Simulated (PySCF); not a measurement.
A species of formula C6H18N2Si has this rotational fingerprint, computed with PBE0/pcSseg-1 in PySCF (dipole) on a GFN2-xTB geometry, gas phase:

```
Rotational constants : A = 2315, B = 648.9, C = 561.6 MHz
Dipole components    : |μa| = 0.11 D, |μb| = 0.56 D, |μc| = 0.17 D
Inertial defect      : -97.29 u·Å²
κ                    : -0.90
```

Question: Which structure is it? (One computed conformer of each.)
A. `[CH3:1][NH:2][N:3]([SiH3:4])[CH2:5][C:6]([CH3:7])([CH3:8])[CH3:9]` with C1–N2–N3–Si4 68°, N2–N3–C5–C6 -76°
B. `[CH3:1][CH2:2][CH2:3][NH:4][N:5]([CH3:6])[SiH:7]([CH3:8])[CH3:9]` with C1–C2–C3–N4 174°, C2–C3–N4–N5 -179°, C3–N4–N5–C6 92°, N4–N5–Si7–C8 -41°
C. `[CH3:1][CH2:2][CH2:3][N:4]([NH:5][CH3:6])[SiH:7]([CH3:8])[CH3:9]` with C1–C2–C3–N4 -65°, C2–C3–N4–N5 -73°, C3–N4–N5–C6 118°, C3–N4–Si7–C8 17°

Answer: B. It is CCCNN(C)[SiH](C)C, a near-prolate asymmetric top, point group C1. The candidates at the same level (rigid rotor, commonest isotopes):

```json
{"SMILES": "CNN([SiH3])CC(C)(C)C", "A (MHz)": "1886", "B (MHz)": "904.3", "C (MHz)": "732.9", "μa (D)": "0.91", "μb (D)": "0.35", "μc (D)": "0.12", "Δ (u·Å²)": "-137.24", "point group": "C1", "rotor": "asymmetric top"}
{"SMILES": "CCCN(NC)[SiH](C)C", "A (MHz)": "1399", "B (MHz)": "1069", "C (MHz)": "873.4", "μa (D)": "0.34", "μb (D)": "0.11", "μc (D)": "0.33", "Δ (u·Å²)": "-255.27", "point group": "C1", "rotor": "asymmetric top"}
{"SMILES": "CCCNN(C)[SiH](C)C", "A (MHz)": "2315", "B (MHz)": "648.9", "C (MHz)": "561.6", "μa (D)": "0.11", "μb (D)": "0.56", "μc (D)": "0.17", "Δ (u·Å²)": "-97.29", "point group": "C1", "rotor": "near-prolate asymmetric top"}
```

`CCCN(NC)[SiH](C)C` has B 65 % too high; `CNN([SiH3])CC(C)(C)C` has B 39 % too high. No structure here is proved a minimum.
